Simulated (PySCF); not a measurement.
C₆H₆N₂.
Structure used (PBE0-D3(BJ)/def2-SVP), in Å, numbered top down from 1:
```xyz
14
C6H6N2 angstrom
N     -3.8612    1.0020   -0.2656
C     -2.9994    0.2338   -0.1921
C     -1.8937   -0.7154   -0.0840
C     -0.6249   -0.0587    0.3825
C      0.5018   -0.0351   -0.3285
C      1.7706    0.6216    0.1378
C      2.8768   -0.3274    0.2443
N      3.7388   -1.0954    0.3164
H     -2.1981   -1.5064    0.6235
H     -1.7472   -1.2012   -1.0614
H     -0.6619    0.4221    1.3668
H      0.5388   -0.5159   -1.3128
H      2.0743    1.4134   -0.5690
H      1.6246    1.1063    1.1158
```

Computed at PBE0/pcSseg-1 (PySCF, non-relativistic), with Q(14N) = 0.02044 b: N1, 14N (I = 1): χzz = -4.538 MHz, η = 0.056.

Task: Find the zero-field quadrupole resonance frequencies of 14N at N1.

Result: From ν± = (3/4)|χ|(1 ± η/3) and ν0 = |χ|η/2: ν+ 3.467 MHz, ν− 3.340 MHz, ν0 0.127 MHz (nitrile nitrogen).

In a crystal, neighbours and librations shift these lines. Isolated species at its PBE0-D3(BJ)/def2-SVP geometry (one conformer only). The small basis limits the accuracy of the gradients.
